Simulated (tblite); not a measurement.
Species: BF2H4NSi.
Z-matrix (Å and degrees, GFN2-xTB geometry), rows numbered from 1:
```
N 
Si  1  1.7232
B   2  1.9767  1  106.63
F   3  1.3233  2  124.47  1    16.82
F   3  1.3218  2  124.07  1  -164.40
H   1  1.0070  2  120.39  3   -35.69
H   1  1.0065  2  120.12  3  -178.93
H   2  1.4809  1  114.09  3   123.52
H   2  1.4683  1  104.51  3  -122.24
```

Computed values, GFN2-xTB/tblite, gas phase, harmonic and unscaled. Against measured fundamentals such values can be off by several per cent, at times by over 20. Modes of hydrogen on silicon can be 10 to 20 % off. One conformer, not necessarily the lowest.

Harmonic wavenumbers (cm⁻¹): 35.4, 112.0, 218.7, 251.3, 311.7, 365.2, 481.4, 534.3, 577.4, 592.2, 701.2, 816.8, 844.9, 903.4, 1209.6, 1235.3, 1520.5, 2115.5, 2230.0, 3478.0, 3513.0.

A = 6920, B = 2400, C = 1834 MHz; mass 95.017 u (most abundant isotopes); point group C1, symmetry number 1.

Zero-point energy?

Half the sum of the wavenumbers: 11024 cm⁻¹ = 31.52 kcal/mol.

What is S at 298.15 K and 1 bar for an ideal gas of classical rigid rotors and harmonic oscillators?

Translation 39.59, rotation 26.76, vibration 18.01: S = 84.4 cal/(mol K).

And Cp and H(298.15 K) − H(0)?

Cp = 26.22 cal/(mol K), of which vibrations give 18.27 (their classical limit is 21 R = 41.7); H(298.15 K) − H(0) = 5.17 kcal/mol without the zero-point energy, 2.80 from vibrations.

Blend soft modes into free rotors: weight 1/[1 + (100 cm⁻¹/ν̃)⁴] for the oscillator and the rest for a rotor with moment μB/(μ + B), μ = h/(8π²ν), B = 10⁻⁴⁴ kg m². What vibrational entropy results?

16.25 cal/(mol K) in place of 18.01, which changes −T·S at 298.15 K by +0.53 kcal/mol.

How do the functions run with temperature in this model?

| T (K) | S (cal/(mol K)) | Cp (cal/(mol K)) | H − H(0) (kcal/mol) | G − H(0) (kcal/mol) | ln q(vib) |
| --- | --- | --- | --- | --- | --- |
| 50 | 54.6 | 10.9 | 0.47 | -2.26 | 0.49 |
| 100 | 63.1 | 14.1 | 1.09 | -5.22 | 1.23 |
| 373.15 | 90.6 | 29.4 | 7.26 | -26.55 | 5.52 |
| 500 | 99.8 | 33.4 | 11.26 | -38.64 | 7.43 |
| 750 | 114.4 | 38.3 | 20.27 | -65.49 | 10.86 |
| 1000 | 125.8 | 41.4 | 30.26 | -95.56 | 13.86 |

q(vib) and H(0) count from the zero-point level.

Which modes carry the vibrational entropy at 298.15 K?

35.4 cm⁻¹: 5.50; 112.0 cm⁻¹: 3.23; 218.7 cm⁻¹: 1.97; 251.3 cm⁻¹: 1.72; 311.7 cm⁻¹: 1.35; 365.2 cm⁻¹: 1.10 cal/(mol K); the other 15 give 3.14 together.

What must be added to the electronic energy to get the Gibbs energy at 298.15 K and 1 bar?

ZPE + [H(298.15 K) − H(0)] − T·S = 31.52 + 5.17 − 25.15 = 11.54 kcal/mol.

Hindered rotation and anharmonicity are outside this model. Other conformers, if any are populated, would add a mixing term that is left out. The structure is chiral; the term R ln 2 for an equal mix with its mirror image is left out.
